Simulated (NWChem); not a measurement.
System: BeSiH₄; SMILES [BeH][SiH3]

```xyz
6

Be    -0.0002    -1.6635     0.0062
H     -0.0014    -3.0035     0.0095
Si    -0.0018     0.5297     0.0010
H      1.1720     1.0956    -0.7433
H      0.0530     1.0966     1.3895
H     -1.2347     1.0898    -0.6460
```
Atoms are numbered in this order, from 1.

All runs: NWChem. Pople sets run with spherical d functions. Geometry: optimised at PBE0/def2-SVP. GIAO values for the isolated, static molecule; σ is the absolute isotropic shielding, δ = σ(reference) − σ with the isolated reference molecule computed at the same levels (1H: tetramethylsilane, 29Si: tetramethylsilane).

```json
[
 {"level": "KT2/pcSseg-1", "σ Be1 (ppm)": "70.0", "δ H2 (ppm)": "3.65", "δ Si3 (ppm)": "-142.1", "δ H4 (ppm)": "2.92"},
 {"level": "BHandHLYP/pcSseg-1", "σ Be1 (ppm)": "___", "δ H2 (ppm)": "___", "δ Si3 (ppm)": "___", "δ H4 (ppm)": "___"},
 {"level": "PBE0/pcSseg-1", "σ Be1 (ppm)": "69.7", "δ H2 (ppm)": "3.64", "δ Si3 (ppm)": "-140.0", "δ H4 (ppm)": "2.93"},
 {"level": "Hartree-Fock/6-31G*", "σ Be1 (ppm)": "84.3", "δ H2 (ppm)": "4.64", "δ Si3 (ppm)": "-99.3", "δ H4 (ppm)": "3.09"}
]
```

Problem. What belongs in the gaps?

Solution. 
- BHandHLYP/pcSseg-1, σ Be1 (ppm): 71.8
- BHandHLYP/pcSseg-1, δ H2 (ppm): 3.53
- BHandHLYP/pcSseg-1, δ Si3 (ppm): -132.5
- BHandHLYP/pcSseg-1, δ H4 (ppm): 2.81
